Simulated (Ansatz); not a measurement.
C2H6O2Si⁺, that is Si(OMe)2 with one electron fewer. The state is a doublet with charge 1. Geometry PBE-D4/def2-SVP; atoms count from 1.

```xyz
11

Si    0.3232    0.6438    0.0785
O    -1.2797    0.4348    0.0917
C    -2.5127    1.1702    0.2229
H    -3.0563    0.7451    1.0880
H    -3.0877    1.0170   -0.7099
H    -2.3274    2.2499    0.3836
O     1.1240   -0.7448   -0.1307
C     2.4621   -1.2712   -0.2352
H     3.2219   -0.4697   -0.1559
H     2.5403   -1.7733   -1.2182
H     2.5923   -2.0020    0.5853
```

Problem. Estimate the Mulliken populations from the PBE0/def2-TZVP orbitals of Ansatz.

Solution. 
```json
{"atom": "Si1", "charge (e)": "0.74", "spin (α − β)": "0.68"}
{"atom": "O2", "charge (e)": "-0.19", "spin (α − β)": "0.15"}
{"atom": "C3", "charge (e)": "-0.23", "spin (α − β)": "0.00"}
{"atom": "H4", "charge (e)": "0.19", "spin (α − β)": "0.00"}
{"atom": "H5", "charge (e)": "0.19", "spin (α − β)": "0.00"}
{"atom": "H6", "charge (e)": "0.17", "spin (α − β)": "0.01"}
{"atom": "O7", "charge (e)": "-0.19", "spin (α − β)": "0.15"}
{"atom": "C8", "charge (e)": "-0.23", "spin (α − β)": "0.00"}
{"atom": "H9", "charge (e)": "0.17", "spin (α − β)": "0.01"}
{"atom": "H10", "charge (e)": "0.19", "spin (α − β)": "0.00"}
{"atom": "H11", "charge (e)": "0.19", "spin (α − β)": "0.00"}
```
Mulliken values and Mayer orders depend strongly on the basis.

Problem. Where does the spin sit?

Solution. Summed by element: Si 0.68, O 0.29, C 0.00, H 0.03, of 1 unpaired in all. Largest on single atoms: Si1 0.68, O7 0.15, O2 0.15.

Problem. And the Mayer bond orders between bonded heavy atoms (over 0.3)?

Solution. Si1–O2 1.52 (1.62 Å); Si1–O7 1.52 (1.62 Å); O2–C3 0.83 (1.44 Å); O7–C8 0.83 (1.44 Å).
